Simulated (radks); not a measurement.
The boron ion B2+ inside a hard spherical wall (all orbitals vanish at R), configuration held at [He] 2s1 and not refilled when levels cross. Method: non-relativistic Kohn-Sham, PBEsol, spin-polarised, spherical densities, point nucleus; open shells are filled with parallel spins first; computed with a radial shooting solver on a logarithmic mesh with Libxc functionals. Eigenvalues in eV for spin up, with the zero of energy where the potential of the charges vanishes at infinity; a dash marks a level that is unbound or too diffuse for the functional's potential to be trusted. A positive occupied level is held by the wall or, in an anion where self-interaction has pushed it up, behind a barrier. The pressure on the wall is -dE/dV.

R (bohr)  E (hartree)  kinetic (hartree)    e(1s)    e(2s)  e(2p, empty)  e(3s, empty)  pressure (GPa)
free        -23.26580             23.200  -210.10  -32.459       -26.350             -               0
15          -23.26580             23.200  -210.10  -32.459       -26.350             -        < 0.0001
12          -23.26580             23.200  -210.10  -32.459       -26.350             -        < 0.0001
8           -23.26580             23.200  -210.10  -32.459       -26.350       -10.428        < 0.0001
7           -23.26580             23.200  -210.10  -32.459       -26.349       -10.027        0.000662
4           -23.25606             23.278  -209.69  -32.043       -25.845         2.977            3.24
3.5         -23.23614             23.396  -209.14  -31.313       -25.080        12.580            12.4
